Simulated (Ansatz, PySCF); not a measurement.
This PySCF input computes a PBE0/def2-TZVPD energy:

```python
from pyscf import gto, scf, dft

mol = gto.M(
    atom='''
    Ga   -0.00000000   -0.00000000   -0.05077840
    H     0.00000000    0.00000000    1.57413054
    ''',
    basis='def2-tzvpd',
    charge=0,
    spin=2,
    symmetry='C2v',
    verbose=4,
)

mf = dft.UKS(mol, xc='pbe0').density_fit(auxbasis='def2-universal-jkfit')
mf.grids.level = 3
mf.conv_tol = 1e-9
mf.max_cycle = 100
mf.max_memory = 1500
mf.kernel()
if not mf.converged:
    mf = mf.newton()
    mf.kernel(mf.make_rdm1())
mf.analyze()
```

**Question.** Write an input for the same energy in Ansatz (a quantum-chemistry and plane-wave program) and say what it gives.

**Answer.** 
Ansatz 0.2 input:
```yaml
crystal:
  periodic: [false, false, false]
  atoms:
    - {symbol: Ga, position_ang: [-0.00000000, -0.00000000, -0.05077840]}
    - {symbol: H, position_ang: [0.00000000, 0.00000000, 1.57413054]}
basis:
  gaussian:
    orbitals: def2-TZVPD
hamiltonian:
  xc: {name: PBE0}
magnetization: {spin_polarized: true, initial_magnetization: 2}
output: {forces: true}
```
It gives -1925.08570 Eh, and PySCF -1925.08573 Eh, a difference of 0.03 mEh, from the treatment of integrals and grids.

This is an excited triplet: at this geometry the singlet lies 2.01 eV lower at CCSD(T)/CBS(aug-cc-pVTZ,aug-cc-pVQZ).
